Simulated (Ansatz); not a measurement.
Born–Oppenheimer molecular dynamics of a periodic cell of 23 atoms, Si16H6O (surface Si(111), underside capped with H, adsorbate H2O). It starts from a relaxed structure.

All numbers below come from DFT PBEsol, scalar-relativistic, plane waves, PAW in Ansatz. Settings: accuracy low, PAW set soft_1, cutoff 420 eV, k mesh 2x2x1, fermi-dirac smearing 0.02 eV, no spin polarisation.

```yaml
ensemble: NVT, Langevin thermostat
time_step: 0.75 fs
steps_asked: 100
set_temperature: 700 K
friction: 0.05 /fs
atoms_held: 1 to 8
seed: 896083
```

Frames 7.5 fs apart, positions in Å, forces in eV/Å.

Velocities at 7.5 fs (Å/ps):

```
H 0.00 0.00 0.00
H 0.00 0.00 0.00
H 0.00 0.00 0.00
H 0.00 0.00 0.00
Si 0.00 0.00 0.00
Si 0.00 0.00 0.00
Si 0.00 0.00 0.00
Si 0.00 0.00 0.00
Si 5.70 1.25 8.61
Si 1.76 -1.15 -3.49
Si -0.41 0.77 -0.18
Si 0.68 4.86 -0.27
Si -2.50 -1.98 -2.31
Si -6.30 -1.77 -6.42
Si -2.63 -6.51 3.00
Si -0.66 -2.14 3.34
Si 0.23 1.42 -3.00
Si -2.62 3.50 6.47
Si -6.21 1.18 -1.45
Si 1.42 -6.62 -3.49
O -0.28 2.47 -5.22
H 6.08 -20.54 5.45
H -10.33 -24.54 -28.52
```

```xyz
23
Lattice="7.6792 0.0000 0.0000 3.8396 6.6504 0.0000 0.0000 0.0000 18.4188" Properties=species:S:1:pos:R:3:forces:R:3 time_fs=7.5 energy_less_start_eV=0.307 T=441
H 1.920 1.108 1.000 -0.02 -0.16 -0.12
H 5.759 1.108 1.000 -0.14 -0.04 -0.15
H 3.840 4.434 1.000 0.20 0.11 -0.13
H 7.679 4.434 1.000 -0.22 0.01 -0.15
Si 1.920 1.108 2.500 0.29 0.11 -0.02
Si 5.759 1.108 2.500 0.47 0.24 0.11
Si 3.840 4.434 2.500 0.00 0.22 0.57
Si 7.679 4.434 2.500 0.26 0.11 0.23
Si 0.044 2.214 3.262 -0.57 0.13 -1.67
Si 3.853 2.206 3.251 -0.32 0.39 0.21
Si 1.917 5.582 3.267 -0.03 -0.80 -0.08
Si 5.803 5.595 3.402 0.10 -0.27 0.16
Si -0.106 2.067 5.436 0.24 -0.44 0.90
Si 3.389 2.148 5.602 0.14 0.03 0.11
Si 1.677 5.298 5.571 -0.16 0.63 -0.33
Si 5.244 5.432 5.920 0.02 -0.50 -0.23
Si -0.478 0.001 6.600 -0.09 0.01 0.16
Si 3.433 -0.199 5.647 0.18 -0.24 -0.16
Si 1.536 3.257 6.687 0.29 -0.31 0.18
Si 5.560 2.988 6.087 -0.76 1.16 -0.04
O 6.079 2.775 7.913 -0.76 0.11 -0.23
H 6.232 1.790 7.811 0.08 -1.09 0.53
H 7.037 3.037 7.911 0.81 0.60 0.16
23
Lattice="7.6792 0.0000 0.0000 3.8396 6.6504 0.0000 0.0000 0.0000 18.4188" Properties=species:S:1:pos:R:3:forces:R:3 time_fs=15 energy_less_start_eV=0.605 T=465
H 1.920 1.108 1.000 -0.08 -0.18 -0.13
H 5.759 1.108 1.000 -0.13 -0.05 -0.14
H 3.840 4.434 1.000 0.20 0.11 -0.15
H 7.679 4.434 1.000 -0.22 -0.01 -0.15
Si 1.920 1.108 2.500 0.43 0.23 -0.19
Si 5.759 1.108 2.500 1.08 0.28 0.13
Si 3.840 4.434 2.500 -0.05 0.32 0.60
Si 7.679 4.434 2.500 0.19 0.39 0.05
Si 0.088 2.259 3.277 -0.97 -0.39 -1.47
Si 3.877 2.191 3.207 -0.81 0.59 0.57
Si 1.893 5.588 3.267 0.25 -0.96 0.07
Si 5.815 5.612 3.397 -0.07 -0.51 0.23
Si -0.128 2.089 5.457 0.63 -0.76 0.08
Si 3.337 2.097 5.577 0.59 0.97 0.11
Si 1.677 5.248 5.582 -0.28 1.49 -0.64
Si 5.256 5.419 5.898 -0.21 -0.36 -0.18
Si -0.483 0.020 6.582 -0.07 -0.41 0.27
Si 3.423 -0.169 5.679 0.52 -1.11 -0.22
Si 1.489 3.263 6.692 0.55 -0.60 0.44
Si 5.575 2.976 6.046 -1.71 0.98 0.50
O 6.077 2.762 7.869 0.60 -0.40 -0.15
H 6.164 1.717 7.942 0.33 0.79 0.00
H 7.087 3.069 7.803 -0.76 -0.45 0.38
23
Lattice="7.6792 0.0000 0.0000 3.8396 6.6504 0.0000 0.0000 0.0000 18.4188" Properties=species:S:1:pos:R:3:forces:R:3 time_fs=22.5 energy_less_start_eV=0.999 T=623
H 1.920 1.108 1.000 -0.09 -0.21 -0.14
H 5.759 1.108 1.000 -0.13 -0.08 -0.15
H 3.840 4.434 1.000 0.19 0.10 -0.15
H 7.679 4.434 1.000 -0.21 0.02 -0.15
Si 1.920 1.108 2.500 0.45 0.57 -0.05
Si 5.759 1.108 2.500 1.42 0.22 0.18
Si 3.840 4.434 2.500 -0.31 0.55 0.58
Si 7.679 4.434 2.500 -0.20 0.92 -0.41
Si 0.098 2.336 3.270 -0.85 -1.67 -0.81
Si 3.914 2.209 3.192 -1.35 0.33 0.60
Si 1.832 5.578 3.282 1.00 -0.67 -0.12
Si 5.807 5.603 3.387 -0.13 -0.40 0.16
Si -0.153 2.149 5.479 0.80 -1.24 -0.58
Si 3.325 2.075 5.550 0.48 1.05 0.31
Si 1.696 5.203 5.571 -0.46 1.81 -0.37
Si 5.270 5.410 5.835 -0.87 -0.14 0.10
Si -0.507 0.013 6.599 0.24 -0.22 0.07
Si 3.422 -0.194 5.740 1.04 -0.87 -0.41
Si 1.461 3.270 6.728 0.95 -0.76 0.38
Si 5.547 3.005 6.005 -1.79 0.47 0.55
O 6.094 2.772 7.797 -0.25 -0.96 1.05
H 6.316 1.749 8.087 -0.21 1.27 -1.00
H 7.012 3.189 7.764 0.29 -0.08 0.36
23
Lattice="7.6792 0.0000 0.0000 3.8396 6.6504 0.0000 0.0000 0.0000 18.4188" Properties=species:S:1:pos:R:3:forces:R:3 time_fs=30 energy_less_start_eV=1.395 T=656
H 1.920 1.108 1.000 -0.03 -0.19 -0.13
H 5.759 1.108 1.000 -0.19 -0.06 -0.14
H 3.840 4.434 1.000 0.17 0.04 -0.15
H 7.679 4.434 1.000 -0.20 0.04 -0.18
Si 1.920 1.108 2.500 0.49 0.83 0.20
Si 5.759 1.108 2.500 1.33 0.25 0.17
Si 3.840 4.434 2.500 -0.45 0.61 0.45
Si 7.679 4.434 2.500 -0.50 1.38 -0.83
Si 0.067 2.371 3.232 -0.47 -2.51 -0.39
Si 3.949 2.242 3.245 -1.62 -0.05 0.06
Si 1.812 5.568 3.267 1.26 -0.48 -0.08
Si 5.781 5.583 3.356 0.04 -0.18 0.31
Si -0.185 2.201 5.456 0.89 -1.44 -0.57
Si 3.322 2.090 5.536 0.22 0.65 0.76
Si 1.712 5.185 5.544 -0.66 1.83 -0.23
Si 5.227 5.386 5.795 -0.52 0.56 0.13
Si -0.545 -0.004 6.593 0.65 -0.08 -0.18
Si 3.437 -0.205 5.789 0.65 -0.86 -0.60
Si 1.448 3.289 6.745 0.89 -0.93 0.19
Si 5.506 3.036 5.985 -1.41 0.25 0.35
O 6.126 2.757 7.773 -2.33 5.46 0.08
H 6.410 1.917 7.926 1.26 -5.77 0.75
H 6.993 3.231 7.867 0.54 0.64 0.03
23
Lattice="7.6792 0.0000 0.0000 3.8396 6.6504 0.0000 0.0000 0.0000 18.4188" Properties=species:S:1:pos:R:3:forces:R:3 time_fs=37.5 energy_less_start_eV=1.253 T=708
H 1.920 1.108 1.000 0.01 -0.18 -0.14
H 5.759 1.108 1.000 -0.21 -0.02 -0.15
H 3.840 4.434 1.000 0.15 -0.01 -0.16
H 7.679 4.434 1.000 -0.24 0.06 -0.20
Si 1.920 1.108 2.500 0.39 0.83 0.11
Si 5.759 1.108 2.500 0.98 0.71 -0.09
Si 3.840 4.434 2.500 -0.36 0.45 0.14
Si 7.679 4.434 2.500 -0.32 1.42 -0.71
Si 0.036 2.347 3.197 -0.18 -2.16 -0.44
Si 3.928 2.246 3.265 -1.39 -0.23 -0.02
Si 1.863 5.592 3.192 0.55 -1.04 0.87
Si 5.746 5.577 3.318 0.23 -0.15 0.61
Si -0.206 2.231 5.409 0.45 -1.19 0.26
Si 3.310 2.119 5.556 0.07 0.21 0.80
Si 1.687 5.218 5.557 -0.53 1.28 -0.73
Si 5.156 5.362 5.792 0.43 1.32 -0.02
Si -0.573 0.001 6.582 0.30 0.77 -0.12
Si 3.471 -0.209 5.836 -0.29 -0.62 -0.63
Si 1.435 3.288 6.766 0.69 -0.77 -0.21
Si 5.446 3.082 5.988 -0.13 -0.48 1.52
O 6.142 2.772 7.833 0.50 -0.49 -0.47
H 6.369 1.569 7.795 0.36 1.68 -0.12
H 7.077 3.292 7.887 -1.46 -1.40 -0.11
23
Lattice="7.6792 0.0000 0.0000 3.8396 6.6504 0.0000 0.0000 0.0000 18.4188" Properties=species:S:1:pos:R:3:forces:R:3 time_fs=45 energy_less_start_eV=1.108 T=782
H 1.920 1.108 1.000 0.06 -0.17 -0.14
H 5.759 1.108 1.000 -0.23 0.01 -0.18
H 3.840 4.434 1.000 0.12 -0.02 -0.16
H 7.679 4.434 1.000 -0.24 0.07 -0.24
Si 1.920 1.108 2.500 0.48 0.81 -0.13
Si 5.759 1.108 2.500 0.46 0.89 -0.19
Si 3.840 4.434 2.500 -0.09 0.53 -0.06
Si 7.679 4.434 2.500 -0.27 0.96 -0.47
Si 0.032 2.274 3.149 -0.39 -0.82 -0.02
Si 3.884 2.262 3.268 -0.70 -0.45 -0.04
Si 1.908 5.597 3.138 -0.20 -1.22 1.42
Si 5.727 5.610 3.295 0.54 -0.84 0.75
Si -0.192 2.265 5.391 -0.30 -1.03 0.37
Si 3.335 2.139 5.565 -0.54 -0.24 0.86
Si 1.621 5.285 5.584 0.10 0.28 -0.84
Si 5.143 5.356 5.769 0.08 2.24 0.00
Si -0.612 0.044 6.558 1.10 0.19 -0.29
Si 3.484 -0.224 5.856 -0.98 -0.18 -0.66
Si 1.454 3.261 6.792 0.61 -0.25 -0.52
Si 5.372 3.128 6.022 1.16 -0.93 0.46
O 6.121 2.758 7.865 -0.73 3.87 0.66
H 6.373 1.867 7.745 0.66 -3.85 -0.22
H 7.066 3.140 8.021 -0.68 0.15 -0.35
23
Lattice="7.6792 0.0000 0.0000 3.8396 6.6504 0.0000 0.0000 0.0000 18.4188" Properties=species:S:1:pos:R:3:forces:R:3 time_fs=52.5 energy_less_start_eV=1.299 T=695
H 1.920 1.108 1.000 0.12 -0.18 -0.14
H 5.759 1.108 1.000 -0.24 0.01 -0.19
H 3.840 4.434 1.000 0.09 -0.04 -0.16
H 7.679 4.434 1.000 -0.22 0.13 -0.25
Si 1.920 1.108 2.500 0.23 1.22 -0.42
Si 5.759 1.108 2.500 -0.37 0.68 -0.33
Si 3.840 4.434 2.500 0.26 0.47 -0.03
Si 7.679 4.434 2.500 -0.28 0.62 -0.22
Si -0.014 2.212 3.109 0.15 0.26 0.59
Si 3.839 2.256 3.287 -0.05 -0.34 -0.24
Si 1.939 5.596 3.128 -0.66 -1.12 1.53
Si 5.725 5.667 3.298 0.49 -1.80 0.81
Si -0.169 2.293 5.394 -0.65 -0.96 0.11
Si 3.379 2.156 5.580 -1.06 -0.45 0.72
Si 1.566 5.333 5.610 1.38 -0.60 -0.94
Si 5.141 5.388 5.747 0.32 2.10 0.09
Si -0.607 0.082 6.537 0.90 0.55 -0.17
Si 3.534 -0.203 5.844 -2.21 0.32 -0.42
Si 1.516 3.247 6.776 0.36 -0.04 -0.44
Si 5.338 3.152 6.076 2.39 -0.66 0.59
O 6.103 2.800 7.895 -1.47 -2.25 -0.50
H 6.514 1.752 7.765 -0.96 0.57 -0.07
H 6.973 3.122 8.134 1.46 1.51 0.09
23
Lattice="7.6792 0.0000 0.0000 3.8396 6.6504 0.0000 0.0000 0.0000 18.4188" Properties=species:S:1:pos:R:3:forces:R:3 time_fs=60 energy_less_start_eV=1.340 T=831
H 1.920 1.108 1.000 0.17 -0.20 -0.15
H 5.759 1.108 1.000 -0.28 -0.01 -0.21
H 3.840 4.434 1.000 0.09 -0.03 -0.16
H 7.679 4.434 1.000 -0.21 0.20 -0.25
Si 1.920 1.108 2.500 0.24 1.15 -0.52
Si 5.759 1.108 2.500 -0.92 0.21 -0.55
Si 3.840 4.434 2.500 0.44 0.46 0.17
Si 7.679 4.434 2.500 -0.25 0.32 -0.19
Si -0.043 2.168 3.051 0.70 1.09 1.51
Si 3.839 2.236 3.294 -0.05 0.05 -0.33
Si 1.937 5.596 3.146 -0.53 -1.10 1.33
Si 5.765 5.686 3.326 0.22 -2.00 0.53
Si -0.143 2.316 5.410 -0.95 -1.09 -0.72
Si 3.394 2.156 5.586 -0.85 -0.34 0.36
Si 1.563 5.390 5.588 1.96 -1.27 -0.77
Si 5.156 5.455 5.718 0.34 1.20 0.37
Si -0.585 0.116 6.501 0.95 0.36 -0.07
Si 3.572 -0.152 5.812 -2.77 0.14 -0.23
Si 1.585 3.215 6.720 -0.14 0.73 -0.08
Si 5.332 3.150 6.115 2.31 0.15 0.22
O 6.068 2.852 7.927 2.00 1.47 -0.38
H 6.537 1.933 7.795 -0.40 -0.13 0.13
H 6.997 3.451 7.935 -2.07 -1.37 -0.02
23
Lattice="7.6792 0.0000 0.0000 3.8396 6.6504 0.0000 0.0000 0.0000 18.4188" Properties=species:S:1:pos:R:3:forces:R:3 time_fs=67.5 energy_less_start_eV=1.324 T=885
H 1.920 1.108 1.000 0.20 -0.21 -0.16
H 5.759 1.108 1.000 -0.28 -0.06 -0.23
H 3.840 4.434 1.000 0.07 0.01 -0.15
H 7.679 4.434 1.000 -0.21 0.25 -0.24
Si 1.920 1.108 2.500 0.12 0.79 -0.49
Si 5.759 1.108 2.500 -1.49 -0.21 -0.78
Si 3.840 4.434 2.500 0.43 0.45 0.28
Si 7.679 4.434 2.500 -0.01 -0.05 -0.22
Si -0.073 2.137 3.011 1.43 1.72 2.12
Si 3.837 2.220 3.272 0.00 0.30 -0.03
Si 1.928 5.601 3.182 -0.33 -1.14 0.89
Si 5.809 5.662 3.325 -0.18 -1.51 0.29
Si -0.103 2.308 5.436 -1.23 -0.88 -1.62
Si 3.423 2.176 5.596 -0.67 -0.64 -0.19
Si 1.573 5.425 5.565 1.84 -1.42 -0.45
Si 5.193 5.510 5.685 0.20 0.27 0.63
Si -0.553 0.157 6.397 0.69 0.14 0.37
Si 3.554 -0.142 5.768 -2.42 0.26 -0.18
Si 1.635 3.195 6.662 -0.15 1.21 0.39
Si 5.357 3.130 6.163 2.14 0.95 -0.41
O 6.091 2.907 7.926 -0.58 -0.35 -0.46
H 6.441 1.895 7.792 0.26 0.77 0.28
H 6.873 3.529 7.829 0.18 -0.65 0.38
```

Of the whole run (75 fs, mean temperature of the second half 740 K): A run of 0.075 ps of so small a system gives no equilibrium averages. Limits of this set-up: thin slab, slab without dipole correction, no dispersion correction for a molecule that may bind weakly, PAW files made for another functional, low accuracy level.

Time of the run: 13 min on 1 thread of Intel(R) Xeon(R) Platinum 8375C CPU @ 2.90GHz (Ice Lake), on a shared host, peak memory 1.1 GiB.
